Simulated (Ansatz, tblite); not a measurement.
Cost and result up the ladder for GeEt(OEt)3 (C8H20GeO3) (32 atoms). Total charge 0; singlet. Geometry: PBE-D4/def2-SVP.

```tsv
atom	x (Å)	y (Å)	z (Å)
Ge1	-0.4055	-0.2923	0.7532
C2	-1.9721	-0.7038	1.8419
C3	-1.6082	-1.5639	3.0575
H4	-2.7001	-1.2180	1.1804
H5	-2.4277	0.2634	2.1389
H6	-2.5030	-1.7918	3.6726
H7	-1.1569	-2.5264	2.7443
H8	-0.8725	-1.0490	3.7079
O9	0.9239	0.4405	1.7009
C10	1.4524	1.7356	1.4136
C11	2.5008	1.7091	0.3091
H12	0.6424	2.4490	1.1383
H13	1.9051	2.1021	2.3618
H14	2.9491	2.7150	0.1706
H15	3.3159	0.9986	0.5560
H16	2.0424	1.4051	-0.6535
O17	-0.6766	0.8995	-0.5782
C18	-1.7059	0.6755	-1.5376
C19	-1.6497	1.7793	-2.5816
H20	-1.5814	-0.3199	-2.0291
H21	-2.7116	0.6678	-1.0488
H22	-2.4508	1.6497	-3.3374
H23	-1.7741	2.7722	-2.1032
H24	-0.6710	1.7722	-3.1034
O25	0.1569	-1.8741	0.1192
C26	1.4345	-2.0095	-0.5005
C27	1.4095	-1.6244	-1.9754
H28	2.2003	-1.4075	0.0417
H29	1.7284	-3.0770	-0.3900
H30	2.3958	-1.8094	-2.4494
H31	0.6467	-2.2179	-2.5195
H32	1.1629	-0.5501	-2.1000
```

Ansatz on 4 threads of Arm Neoverse V2 on a shared host; xTB runs through tblite on one thread. Times are rough, summed over both states, and most runs start from the orbitals of an earlier one. PBE0-D4/def2-SVP serves as the yardstick here, not as an exact answer. The other state is a triplet.

The xTB rows come from tblite. HOMO above LUMO, or a gap near zero within one spin, warns that the state may not be the lowest or that an electron is smeared out.

xTB has no spin-polarisation term.

```csv
level,functions,wall time
GFN2-xTB,73,0.038 s
GFN1-xTB,93,0.063 s
PBE-D4/def2-SVP,286,49 s
PBE0-D4/def2-SVP,286,79 s
```

Estimate what each level gives for the vertical triplet (eV).


```tsv
level	vertical triplet (eV)	difference from PBE0-D4/def2-SVP (eV)	remarks
GFN2-xTB	6.34	-0.44	–
GFN1-xTB	7.10	0.31	–
PBE-D4/def2-SVP	5.85	-0.93	gap within one spin near zero (triplet)
PBE0-D4/def2-SVP	6.79	0.00	–
```
